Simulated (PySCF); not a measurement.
RbSr at PBE0

Computed with PBE0; basis Rb def2-SVP with ECP28, Sr def2-SVP with ECP28; scalar-relativistic core potentials; PySCF 2.14.

```json
{
  "state": "²Σ⁺ (doublet), unpaired electrons σ ↑",
  "bond length": "4.689 Å",
  "harmonic wavenumber": "42.2 cm⁻¹",
  "force constant": "0.0454 mdyn/Å",
  "rotational constant Be": "0.01775 cm⁻¹",
  "anharmonicity ωexe": "0.273 cm⁻¹",
  "vibration–rotation constant αe": "0.000124 cm⁻¹",
  "well depth De to Rb + Sr": "0.17 eV",
  "dissociation energy D0": "0.17 eV",
  "bond order (Mayer)": "0.47",
  "dipole moment (positive dipole means Rb(−)Sr(+))": "-1.78 D"
}
```

The bond is weak. Basis-set superposition, not corrected here, can be much of De in a small basis, most of all at correlated wavefunction levels. Functionals without a dispersion term scatter widely for such bonds, and LDA overbinds them. Spin–orbit coupling is left out. The state is the lowest determinant that a PBE0 search found; another state may lie lower at other levels.
